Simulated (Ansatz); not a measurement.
Computed with Ansatz on PBE0-D4/def2-TZVP structures; ΔE is electronic, products minus reactants. CCSD(T)/CBS adds triple-zeta CCSD(T) − MP2 to the extrapolated MP2 energy (def2 sets, frozen cores). DFT in def2-TZVPP. B3LYP here is the variant with VWN-RPA as its local correlation; programs differ in this. For Se outer-core shells are correlated without core-valence functions, which leaves a few kJ/mol of doubt a bond. Scalar relativity is left out up to krypton. Each species was taken in one conformer, which may not be the lowest.

Reaction (redistribution): `C[SiH]([SiH3])[SeH]` + `C=C([SiH3])OC` → `C=C([SiH3])[SeH]` + `CO[SiH](C)[SiH3]`

`C[SiH]([SiH3])[SeH]`:

```xyz
12

C     0.897    0.644    1.531
Si   -0.501    0.249    0.351
Si    0.068   -1.396   -1.210
Se   -0.938    2.197   -0.778
H     0.609    1.445    2.216
H     1.148   -0.238    2.125
H     1.789    0.957    0.986
H    -1.709   -0.172    1.116
H     0.276   -2.722   -0.561
H     1.322   -1.007   -1.910
H    -1.021   -1.529   -2.215
H    -1.941    1.573   -1.651
```

`C=C([SiH3])OC`:

Z-matrix (Å, degrees):
```
Si
C 1 1.877
H 1 1.486 2 110.2
H 1 1.486 2 110.2 3 -119.7
H 1 1.485 2 108.2 3 120.2
O 2 1.356 1 111.9 3 60.0
C 2 1.336 1 122.5 3 -120.0
C 6 1.409 2 117.2 1 180.0
H 7 1.081 2 119.1 1 -0.0
H 7 1.083 2 123.8 1 180.0
H 8 1.095 6 111.0 2 -60.7
H 8 1.089 6 106.5 2 -179.9
H 8 1.095 6 111.1 2 60.8
```

`C=C([SiH3])[SeH]`:

Cartesian coordinates in Å:
```
C -1.296 0.432 0.992
C -0.180 -0.116 0.515
Si 0.514 0.311 -1.160
Se 0.833 -1.309 1.607
H -1.849 1.155 0.401
H -1.702 0.197 1.972
H 0.737 -0.939 -1.935
H 1.820 1.004 -1.013
H -0.450 1.186 -1.876
H 1.573 -1.921 0.495
```

`CO[SiH](C)[SiH3]`:

Cartesian coordinates in Å:
```
C -2.177 -0.996 -0.343
O -0.801 -1.078 -0.060
Si 0.250 0.156 -0.374
C -0.125 1.676 0.649
Si 2.382 -0.698 0.079
H -2.683 -0.287 0.322
H -2.358 -0.690 -1.380
H -2.619 -1.983 -0.193
H 0.138 0.536 -1.817
H -0.068 1.458 1.718
H -1.123 2.065 0.431
H 0.595 2.467 0.424
H 3.409 0.343 -0.211
H 2.505 -1.078 1.513
H 2.676 -1.892 -0.758
```

Question: Is it downhill or uphill in electronic energy at CCSD(T)/CBS, and by how much? (Estimate.)

Answer: Ansatz gave: Downhill: ΔE = -0.36 eV.

Question: What do these levels give: PBE-D4, r2SCAN-D4, PBE0-D4, B3LYP-D4, ωB97X-V, ωB97M-V, PBE, r2SCAN, MP2/def2-TZVPP, CCSD/def2-TZVPP, CCSD(T)/def2-TZVPP, HF/def2-QZVPP? (Estimate.)

Answer: The calculation gave: PBE-D4 -0.19, r2SCAN-D4 -0.26, PBE0-D4 -0.21, B3LYP-D4 -0.33, ωB97X-V -0.29, ωB97M-V -0.31, PBE -0.19, r2SCAN -0.26, MP2/def2-TZVPP -0.41, CCSD/def2-TZVPP -0.40, CCSD(T)/def2-TZVPP -0.38, HF/def2-QZVPP -0.42 eV.

Largest T1 diagnostic among the species: 0.013.
